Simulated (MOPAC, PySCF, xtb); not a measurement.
Pair of molecules: CHN (SMILES C#N) (first 3 atoms) with H4OSi (SMILES O[SiH3]); geometry from B3LYP-D3(BJ)/def2-TZVP, rigid monomers moved along the line of their centres of mass till H3···O4 is 1.83 Å.
(charge 0, multiplicity 1):
```xyz
9

C     -1.24174     1.04103     0.17973
N     -1.98824     1.38178    -0.62158
H     -0.54110     0.72179     0.93159
O      0.65107     0.18139     2.21370
Si     0.21203    -0.74345     3.52756
H      1.57043     0.44844     2.13077
H      0.95577    -2.02393     3.54229
H     -1.23282    -0.98173     3.35592
H      0.47612    -0.02041     4.79263
```

Interaction energies are E(AB) − E(A) − E(B) at the monomers' geometry in the complex; basis-set methods are counterpoise corrected. Rows marked so take none.

Rows in 3-21G carry no dispersion term and start afresh at each structure. The state reached by PM3 isn't checked.

Programs: MOPAC for PM3 (differences of heats of formation); PySCF for 3-21G rows; xtb for the GFN methods. 

### Question
What interaction energy does GFN1-xTB give?

### Answer
6 kJ/mol

### Question
Estimate the interaction energy that PM3 returns for this input.

### Answer
-24 kJ/mol

### Question
What interaction energy does B3LYP/3-21G (no counterpoise) give?

### Answer
-49 kJ/mol
